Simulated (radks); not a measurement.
Charge is removed step by step from the 4p (averaged over the sub-levels emptied) level of neutral ruthenium, starting from [Kr] 4d7 5s1. All-electron calculation, Dirac Kohn-Sham, PBEsol, spin-unpolarised, spherical densities, point nucleus; open shells are shared between the two j in proportion to 2j + 1. Program: a radial shooting solver on a logarithmic mesh with Libxc functionals.

removed (e)  E - E(0) (eV)  eigenvalue (eV)  E minus straight line (eV)
0                    0.000          -46.426                       0.000
0.25                11.958          -49.275                      -1.149
0.5                 24.653          -52.317                      -1.561
0.75                38.131          -55.526                      -1.191
1                   52.429          -58.882                       0.000

Removing the whole electron costs 52.429 eV by Delta-SCF, against 46.426 eV from minus the eigenvalue at the starting occupation. Slater's transition state (half an electron removed) gives 52.317 eV. Integrating minus the eigenvalue over the occupation (Janak's theorem) gives 52.429 eV. The mean slope of the eigenvalue, de/dn, is 12.5 eV per electron.
